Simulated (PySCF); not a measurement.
## Basis and Hamiltonian dependence of the ionisation energy of Al²⁺

Al²⁺ [Ne] 3s1 (2S) → Al³⁺ [Ne] (1S). All values are computed (PySCF 2.14, energy differences of UHF-based or UKS calculations, no spin-orbit coupling). Values in eV.

```csv
basis,Hamiltonian,functions,UHF,PBE,PBE0,CCSD(T) (valence and next inner shell)
cc-pV(D+d)Z,non-relativistic,23,28.010,28.732,n/a,n/a
jorge-DZP-DKH,spin-free X2C,24,28.034,28.805,n/a,n/a
Sapporo-DZP-2012,spin-free X2C,27,28.073,n/a,n/a,n/a
aug-cc-pV(D+d)Z,non-relativistic,32,28.010,28.733,28.613,n/a
ANO-RCC-VTZP,spin-free X2C,34,28.088,28.847,28.717,28.268
aug-cc-pwCVDZ,non-relativistic,36,28.010,28.747,28.622,28.254
x2c-TZVPall,spin-free X2C,37,28.070,n/a,28.697,n/a
x2c-QZVPPall,spin-free X2C,70,28.089,28.874,28.736,28.397
"aug-cc-pV(T+d)Z with one added diffuse shell each of s, p, d, f type",non-relativistic,71,28.039,28.812,28.677,n/a
aug-cc-pCVTZ-DK,spin-free X2C,75,28.088,28.868,28.731,28.366
"x2c-QZVPPall with one added diffuse shell each of s, p, d, f type",spin-free X2C,86,28.089,28.874,28.736,28.398
aug-cc-pV(Q+d)Z,non-relativistic,89,28.043,28.835,28.694,n/a
"aug-cc-pV(Q+d)Z with one added diffuse shell each of s, p, d, f, g type",non-relativistic,114,28.043,28.835,28.694,n/a
aug-cc-pCVQZ-DK,spin-free X2C,134,28.089,28.872,28.734,n/a
```

Frozen in the all-electron rows: valence: [Ne]; valence and next inner shell: 1s2.

Reference for a calculation without spin-orbit coupling: 28.448 eV (measured, between term centres; NIST).
